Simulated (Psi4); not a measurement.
BrCs, singlet, at a GFN2-xTB geometry (such geometries of metal compounds can be far from the true shape) (core potentials on Cs); Psi4 with HF/def2-SVP.

The Psi4 input:
```
memory 2 GB

molecule {
0 1
  Cs   -0.00000000   -0.00000000   -1.19327963
  Br    0.00000000    0.00000000    1.87515370
}

set basis def2-svp

energy('scf')
print_variables()
```

Output, abridged:

```
   => Loading Basis Set <=

    Name: DEF2-SVP
    Role: ORBITAL
    Keyword: BASIS

    !!!  WARNING: ECP capability is in beta. Please check occupations closely.  !!!

         ---------------------------------------------------------
                                   SCF
               by Justin Turney, Rob Parrish, Andy Simmonett
                          and Daniel G. A. Smith
                              RHF Reference
         ---------------------------------------------------------

  ==> Geometry <==

    Molecular point group: c2v
    Full point group: C_inf_v

    Geometry (in Angstrom), charge = 0, multiplicity = 1:

       Center              X                  Y                   Z               Mass
    ------------   -----------------  -----------------  -----------------  -----------------
         CS           0.000000000000     0.000000000000    -1.143193868554   132.905451961000
         BR           0.000000000000     0.000000000000     1.925239461446    78.918337600000

  Running in c2v symmetry.

  Rotational constants: A = ************  B =      0.03616  C =      0.03616 [cm^-1]
  Rotational constants: A = ************  B =   1084.02132  C =   1084.02132 [MHz]
  Nuclear repulsion =   54.324407094434108

  Charge       = 0
  Multiplicity = 1
  Electrons    = 44
  Nalpha       = 22
  Nbeta        = 22

  ==> Algorithm <==

  SCF Algorithm Type is DF.
  DIIS enabled.
  MOM disabled.
  Fractional occupation disabled.
  Guess Type is SAD.
  Energy threshold   = 1.00e-06
  Density threshold  = 1.00e-06
  Integral threshold = 1.00e-12

  ==> Primary Basis <==

  Basis Set: DEF2-SVP
    Blend: DEF2-SVP
    Number of shells: 22
    Number of basis functions: 56
    Number of Cartesian functions: 61
    Spherical Harmonics?: true
    Max angular momentum: 2

  Core potential: DEF2-SVP
    Number of shells: 4
    Number of ECP primitives: 10
    Number of ECP core electrons: 46
    Max angular momentum: 3

   => Loading Basis Set <=

    Name: (DEF2-SVP AUX)
    Role: JKFIT
    Keyword: DF_BASIS_SCF

  ==> Integral Setup <==

  SCF_SUBTYPE=INCORE selected. In-core MEM_DF algorithm will be used.
  Using in-core AOs.

  ==> MemDFJK: Density-Fitted J/K Matrices <==

    J tasked:                   Yes
    K tasked:                   Yes
    wK tasked:                   No
    Algorithm:                 Core
    Schwarz Cutoff:           1E-12
    Mask sparsity (%):       0.8291
    Fitting Condition:        1E-10

   => Auxiliary Basis Set <=

[...]
   @DF-RHF iter   1: -2591.78025935400865   -2.19599e+00   3.48734e-02 ADIIS/DIIS
   @DF-RHF iter   2: -2591.98120901480388   -2.00950e-01   2.00237e-02 ADIIS/DIIS
   @DF-RHF iter   3: -2592.04794367549312   -6.67347e-02   1.86268e-03 ADIIS/DIIS
   @DF-RHF iter   4: -2592.04861147225711   -6.67797e-04   9.51229e-05 DIIS
   @DF-RHF iter   5: -2592.04862986585067   -1.83936e-05   2.30096e-05 DIIS
   @DF-RHF iter   6: -2592.04863180892153   -1.94307e-06   6.58945e-06 DIIS
   @DF-RHF iter   7: -2592.04863195383450   -1.44913e-07   1.59939e-06 DIIS
   @DF-RHF iter   8: -2592.04863196167435   -7.83984e-09   3.11155e-07 DIIS
  Energy and wave function converged.

  ==> Post-Iterations <==

    Orbital Energies [Eh]
    ---------------------

    Doubly Occupied:

[...]
       5B2    -0.301013

    Virtual:

[...]
      27A1    20.053094

    Final Occupation by Irrep:
             A1    A2    B1    B2
    DOCC [    11,    1,    5,    5 ]
    NA   [    11,    1,    5,    5 ]
    NB   [    11,    1,    5,    5 ]

  @DF-RHF Final Energy: -2592.04863196167435

   => Energetics <=

    Nuclear Repulsion Energy =             54.3244070944341075
    One-Electron Energy =               -3729.1461154343805902
    Two-Electron Energy =                1082.7730763782719805
    Total Energy =                      -2592.0486319616743458

Computation Completed

Properties will be evaluated at   0.000000,   0.000000,   0.000000 [a0]

Properties computed using the SCF density matrix

 Multipole Moments:

 ------------------------------------------------------------------------------------
     Multipole            Electronic (a.u.)      Nuclear  (a.u.)        Total (a.u.)
 ------------------------------------------------------------------------------------

 L = 1.  Multiply by 2.5417464519 to convert [e a0] to [Debye]
 Dipole X            :          0.0000000            0.0000000            0.0000000
 Dipole Y            :          0.0000000            0.0000000            0.0000000
 Dipole Z            :       -112.3282151          107.8932259           -4.4349892
 Magnitude           :                                                    4.4349892

 ------------------------------------------------------------------------------------

  Variable Map:
  ----------------------------------------------------------------------------
[...]
  Array Variable Map:
  ----------------------------------------------------------------------------
[...]
[...]
```
